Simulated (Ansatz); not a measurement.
Correlation energies of `OBS[S][GaH2]` by basis set

Z-matrix (Å, degrees):
```
Ga
S 1 2.295
S 1 2.500 2 51.6
H 1 1.553 2 114.7 3 -93.0
H 1 1.556 2 113.3 3 93.9
B 3 1.855 1 98.2 2 98.0
O 6 1.329 3 120.8 1 -63.6
H 6 1.192 3 116.5 1 117.6
H 7 0.979 6 110.8 3 1.5
```

Total charge 0; spin multiplicity 1. Correlated methods include outer-core shells of Ga, which these sets cover unevenly. Scalar relativity is left out up to krypton. All single points use the PBE0-D4/def2-TZVP geometry. It is one conformer, not always the lowest. Frozen core, restricted reference, Ansatz.

```tsv
basis	HF (Eh)	MP2 corr.
def2-SVP	-2819.70106	-0.74914
def2-TZVPP	-2820.34962	-0.92762
def2-QZVPP	-2820.41707	-1.23404
```

Q: Estimate the CCSD correlation energy and the (T) correction in each basis where they were run (hartree).

A: 
| basis | CCSD corr. | (T) |
| --- | --- | --- |
| def2-SVP | -0.78442 | -0.02654 |
| def2-TZVPP | -0.96294 | -0.04546 |
